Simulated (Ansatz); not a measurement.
Breaking the Te1–H2 bond in hydrogen telluride (SMILES [TeH2]) (multiplicity 1 held, fragments rigid). Energies count from the point at 1.661 Å.
Geometry at that point (charge 0, multiplicity 1):
```
atom    x (Å)    y (Å)    z (Å)
----  -------  -------  -------
Te     0.0001   0.0433   0.0016
H     -1.1804  -1.1248  -0.0390
H      1.1777  -1.1274  -0.0467
```

R- and RO- levels are restricted; in cc, def2 and unpolarised 6-31G sets they are followed outwards from rest. Active spaces are followed from a long bond inwards. Levels need not reach the same state.

Cores are frozen in the correlated methods. Filled d and f shells under p-block atoms count as core.

Run with Ansatz (Gaussian basis) for Hartree–Fock, density functionals and correlated methods. Values without a source in brackets are computed. In def2 rows elements past Kr take small-core potentials, without spin–orbit coupling.

Problem. What energy at R = 5.316 Å does FIC-MRCISD on CASSCF(2,2)/def2-TZVPP give?

Solution. 3.10 eV

Problem. Estimate the energy at R = 5.316 Å that R-B3LYP/def2-TZVPP returns for this input.

Solution. 5.01 eV

Problem. Estimate the energy at R = 5.316 Å that FIC-MRCISD+Q on CASSCF(2,2)/def2-TZVPP returns for this input.

Solution. 3.14 eV

Doubts at one or more of the structures used: a restricted determinant that unrestricted orbitals would lower (R-B3LYP/def2-TZVPP).

Ansatz is a first-principles code.
